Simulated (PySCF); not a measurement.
## C₆ coefficients of unlike pairs at UHF

Calculated with PySCF 2.14 from the dipole response of each species, C₆(A,B) = (3/π) ∫ α_A(iu) α_B(iu) du, in atomic units, from isotropic polarisabilities. For ions this is the dispersion term alone; charge-induced terms of lower order in 1/R come first.

```
species           configuration                                                                                              basis      relativity  α (bohr³)  C₆ (like pair)
    Ta⁺  [Xe] 4f14 5d3 6s1 (5F)                                                          aug-cc-pVTZ-PP with ECP60MDF (6s6p5d3f2g)  core potential      53.13           480.9
    Au⁺     [Xe] 4f14 5d10 (1S)  aug-cc-pVTZ-PP with one added diffuse shell each of s, p, d, f, g type with ECP60MDF (7s7p6d4f3g)  core potential      12.31           89.71
    Rh⁻       [Kr] 4d8 5s2 (3F)            aug-cc-pwCVTZ-DK with one added diffuse shell each of s, p, d, f, g type (12s11p9d5f4g)   spin-free X2C      11980          734200
    Ar⁺       [Ne] 3s2 3p5 (2P)                                                                            dyall-av3z (19s12p3d2f)            none      6.717           30.35
```

Task: Estimate C₆ for Rh⁻ with Ta⁺.

Result: The integral gives 6994. The combination rule 2 C_A C_B / (C_A α_B/α_A + C_B α_A/α_B) gives 6322 and the geometric mean 18790.

No spin-orbit coupling is included.

The other pairs:

| pair | C₆ |
| --- | --- |
| Rh⁻, Au⁺ | 1732 |
| Ar⁺, Rh⁻ | 953.0 |
| Ar⁺, Ta⁺ | 104.6 |
| Au⁺, Ta⁺ | 182.1 |
| Ar⁺, Au⁺ | 51.99 |
